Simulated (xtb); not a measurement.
MgCl₂, SMILES [Cl][Mg][Cl]. All values are semi-empirical tight-binding results from xtb (GFN2-xTB unless named), good for trends rather than for accurate numbers. The structure is a stationary point at GFN2-xTB. The isomer is the one that the SMILES or the coordinates give; other isomers of the formula were not compared.

Optimised geometry:

Bond lengths (Å): Mg1–Cl2 2.125, Mg1–Cl3 2.125. Angles (°): Cl2–Mg1–Cl3 147.6.
Charge 0, spin multiplicity 1.

For metal compounds this method's bond lengths and energies can be far off.

- point group as xtb finds it = C2v
- orbital gap = 2.72 eV
- zero-point energy = 1.2 kcal/mol
- G − E(el) at 298.15 K (modified RRHO) = -16.1 kcal/mol

Computed atomic charges and the Wiberg bond orders between heavy atoms:
charges (e) Mg1 0.47, Cl2 -0.24, Cl3 -0.24. Bond orders Mg1–Cl2 1.07, Mg1–Cl3 1.07.
